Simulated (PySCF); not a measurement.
## `C[O+](C)[AlH2-][C](F)(F)F`, C3H8AlF3O

Cartesian coordinates in Å; atom numbers follow the order of the lines, from 1:
```xyz
16

C    -0.941   -1.436    0.328
O    -0.680   -0.065    0.083
C    -1.844    0.736    0.069
Al    0.818    1.036   -0.248
C     2.288   -0.410   -0.166
F     2.804   -1.081   -1.208
F     3.044   -0.752    0.890
F     2.736    0.990   -0.437
H     0.020   -1.949    0.324
H    -1.582   -1.848   -0.456
H    -1.422   -1.565    1.301
H    -2.352    0.700    1.035
H    -1.506    1.752   -0.130
H    -2.526    0.415   -0.722
H     0.431    1.526   -1.674
H     0.705    1.961    0.999
```

Method used: PySCF 2.14.0, GIAO KT3/pcSseg-1 magnetisability, rotational g tensor and spin-rotation constants, non-relativistic, gas phase. Geometry: GFN2-xTB.

**Question.** What are the magnetisability and the molar susceptibility?

**Answer.** Isotropic -1139 × 10⁻³⁰ J/T², or -68.6 × 10⁻⁶ cm³/mol; principal values -1173, -1126, -1118 × 10⁻³⁰ J/T², anisotropy 52 × 10⁻³⁰ J/T² (root of half the summed squared differences of the principal values). The susceptibility is in cgs units.

**Question.** Split it along the inertial axes a, b, c into diamagnetic and paramagnetic parts about the centre of mass, with the quadrupole moment.

**Answer.** 
| axis | χ (10⁻⁶ cm³/mol) | diamagnetic (10⁻⁶ cm³/mol) | paramagnetic (10⁻⁶ cm³/mol) | summed x² of all electrons (Å²) | quadrupole Θ (D Å) |
| --- | --- | --- | --- | --- | --- |
| a | -67.9 | -530.5 | 462.6 | 255.7 | +11.89 |
| b | -70.5 | -1252.3 | 1181.8 | 85.5 | -2.25 |
| c | -67.3 | -1447.5 | 1380.2 | 39.5 | -9.64 |

Anisotropies 2χaa − χbb − χcc = +1.9 and 2χbb − χaa − χcc = -5.8 × 10⁻⁶ cm³/mol. Θ is traceless in Buckingham's convention.

**Question.** And the rotational g tensor?

**Answer.** 
| axis | rotational constant (GHz) | g | nuclear part | electronic part |
| --- | --- | --- | --- | --- |
| a | 2.7690 | -0.0393 | 0.5625 | -0.6017 |
| b | 0.9989 | -0.0090 | 0.5455 | -0.5546 |
| c | 0.8597 | -0.0073 | 0.5501 | -0.5575 |

Asymmetric top; isotopes 27Al, 12C, 19F, 1H, 16O; no vibrational averaging.
